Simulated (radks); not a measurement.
The numbers below are computed, except where a source is named.
Valence configurations of Te (all share [Kr]). Level of theory: Dirac Kohn-Sham, PBE, spin-unpolarised, spherical densities, finite nucleus; open shells fill j = l - 1/2 first; Fermi nuclear charge, rms radius 4.7423 fm (a radial shooting solver on a logarithmic mesh with Libxc functionals). Energies are relative to 4d10 5s2 5p4; eigenvalues in eV.

[
 {"valence": "4d10 5s2 5p4", "E (eV)": "0.000", "e(4d3/2)": "-42.304", "e(4d5/2)": "-40.837", "e(5p1/2)": "-6.409", "e(5p3/2)": "-5.622", "e(5s1/2)": "-14.976"},
 {"valence": "4d10 5s1.5 5p4.5", "E (eV)": "4.706", "e(4d3/2)": "-43.030", "e(4d5/2)": "-41.561", "e(5p1/2)": "-6.726", "e(5p3/2)": "-5.918", "e(5s1/2)": "-15.387"},
 {"valence": "4d10 5s1 5p5", "E (eV)": "9.468", "e(4d3/2)": "-43.739", "e(4d5/2)": "-42.268", "e(5p1/2)": "-7.033", "e(5p3/2)": "-6.204", "e(5s1/2)": "-15.784"},
 {"valence": "4d9.5 5s2 5p4.5", "E (eV)": "18.253", "e(4d3/2)": "-45.452", "e(4d5/2)": "-43.954", "e(5p1/2)": "-7.014", "e(5p3/2)": "-6.155", "e(5s1/2)": "-15.934"},
 {"valence": "4d10 5p6", "E (eV)": "19.153", "e(4d3/2)": "-45.112", "e(4d5/2)": "-43.636", "e(5p1/2)": "-7.620", "e(5p3/2)": "-6.751", "e(5s1/2)": "-"},
 {"valence": "4d9.5 5s0.5 5p6", "E (eV)": "33.159", "e(4d3/2)": "-47.514", "e(4d5/2)": "-46.008", "e(5p1/2)": "-7.907", "e(5p3/2)": "-6.988", "e(5s1/2)": "-17.078"},
 {"valence": "4d9 5s2 5p5", "E (eV)": "37.799", "e(4d3/2)": "-48.597", "e(4d5/2)": "-47.066", "e(5p1/2)": "-7.613", "e(5p3/2)": "-6.682", "e(5s1/2)": "-16.871"},
 {"valence": "4d9 5s1.5 5p5.5", "E (eV)": "42.919", "e(4d3/2)": "-49.277", "e(4d5/2)": "-47.744", "e(5p1/2)": "-7.909", "e(5p3/2)": "-6.959", "e(5s1/2)": "-17.249"},
 {"valence": "4d9 5s1 5p6", "E (eV)": "48.088", "e(4d3/2)": "-49.944", "e(4d5/2)": "-48.408", "e(5p1/2)": "-8.198", "e(5p3/2)": "-7.228", "e(5s1/2)": "-17.616"},
 {"valence": "4d8 5s2 5p6", "E (eV)": "80.771", "e(4d3/2)": "-54.880", "e(4d5/2)": "-53.283", "e(5p1/2)": "-8.793", "e(5p3/2)": "-7.720", "e(5s1/2)": "-18.694"}
]

NIST lists [Kr] 4d10 5s2 5p4 as the ground configuration; this level of theory agrees among the configurations tried. The energies are those of spherical spin-averaged densities, not of single terms.
